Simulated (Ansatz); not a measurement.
Geometry optimisation, RKS PBE0/STO-3G (Ansatz 0.2.0).

input.yaml

```yaml
crystal:
  periodic: [false, false, false]
  atoms:
    - { symbol: C, position_ang: [-1.4275, -0.7601, 0.588] }
    - { symbol: Si, position_ang: [0.2477, -0.0851, 0.7504] }
    - { symbol: F, position_ang: [0.154, 1.3926, 1.3757] }
    - { symbol: C, position_ang: [1.2495, 0.0224, -0.8542] }
    - { symbol: S, position_ang: [0.3804, 1.1738, -2.0069] }
    - { symbol: H, position_ang: [-1.9701, -0.7637, 1.5493] }
    - { symbol: H, position_ang: [-1.4599, -1.7128, 0.1353] }
    - { symbol: H, position_ang: [-2.0423, -0.0435, -0.0651] }
    - { symbol: H, position_ang: [0.9991, -0.9377, 1.7391] }
    - { symbol: H, position_ang: [2.2069, 0.3449, -0.6616] }
    - { symbol: H, position_ang: [1.206, -0.9678, -1.3142] }
    - { symbol: H, position_ang: [0.5331, 2.2818, -1.2017] }
basis:
  gaussian: { orbitals: STO-3G }
hamiltonian:
  xc: pbe0
relax:
  f_tol: 0.02
  max_steps: 40
scf:
  lower_state_search: "off"
output:
  orbitals: {}
```

Launched with:

```bash
$ ansatz run input.yaml --threads 1 --pin off --max-ram 2048MiB --backend cpu --events-out ev --progress --plain --runs-dir out
```

Q: Where does it end, and by what steps?

A: The run converged. The force dipped under the threshold on the way, but the program's further checks kept it going. Limits of this set-up: minimal basis. After 20 steps the energy has fallen by 0.510 eV; S5 moved furthest, 1.06 Å.

| step | energy less start (eV) | largest force component (eV/Å) | accepted |
| --- | --- | --- | --- |
| 0 | 0.0000 | 4.702 | yes |
| 1 | -0.3931 | 0.691 | yes |
| 2 | -0.4288 | 0.324 | yes |
| 3 | -0.4353 | 0.071 | yes |
| 4 | -0.4369 | 0.027 | yes |
| 5 | -0.4375 | 0.029 | yes |
| 6 | -0.4381 | 0.052 | yes |
| 7 | -0.4385 | 0.048 | yes |
| 8 | -0.4393 | 0.043 | yes |
| 9 | -0.4400 | 0.189 | yes |
| 10 | -0.4417 | 0.171 | yes |
| 11 | -0.4445 | 0.952 | yes |
| 12 | -0.4694 | 0.732 | yes |
| 13 | -0.4795 | 0.464 | yes |
| 14 | -0.4986 | 0.173 | yes |
| 15 | -0.5058 | 0.160 | yes |
| 16 | -0.5084 | 0.170 | yes |
| 17 | -0.5093 | 0.101 | yes |
| 18 | -0.5098 | 0.064 | yes |
| 19 | -0.5101 | 0.017 | yes |
| 20 | -0.5103 | 0.005 | yes |

```xyz
12
Properties=species:S:1:pos:R:3
C -1.413 -0.892 0.633
Si 0.190 0.065 0.658
F -0.137 1.678 0.854
C 1.119 -0.004 -0.982
S 1.251 1.674 -1.675
H -1.963 -0.778 1.572
H -1.216 -1.959 0.491
H -2.064 -0.562 -0.182
H 1.014 -0.363 1.769
H 2.117 -0.440 -0.832
H 0.596 -0.670 -1.683
H 0.582 2.195 -0.588
```

Whether the end is a true minimum wasn't checked by a vibrational analysis.

Time of the run: 42 s on 1 thread of Arm Neoverse V2 (shared host), peak memory 0.14 GiB.
